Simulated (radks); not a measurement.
The numbers below are computed, except where a source is named.
Problem. Spherical quantum dot in the effective-mass picture: electrons in a hard-walled sphere of radius 1.48, all in effective atomic units (hartree* = m*/eps^2 hartree, bohr* = eps/m* bohr), one dielectric constant everywhere. Level of theory: non-relativistic Kohn-Sham, LDA (Slater exchange, Perdew-Wang correlation), spin-polarised, spherical densities (a radial shooting solver with Libxc functionals). Levels are named by radial order and angular momentum (1s, 1p, 1d, 2s, ...), and open shells are averaged over m. Results are scaled to m* = 0.041 and eps = 4.9, for which hartree* = 46.47 meV and bohr* = 6.324 nm. At N = 28 the configuration is 1s2 1p6 1d10 2s(up 1, down 0) 1f(up 7, down 2). Does electron 29 go into 1g up or 1f down or 2s down?

Solution. Into 1f down. The total energies of the other choices lie higher by 12.8 meV (2s down), 165 meV (1g up).
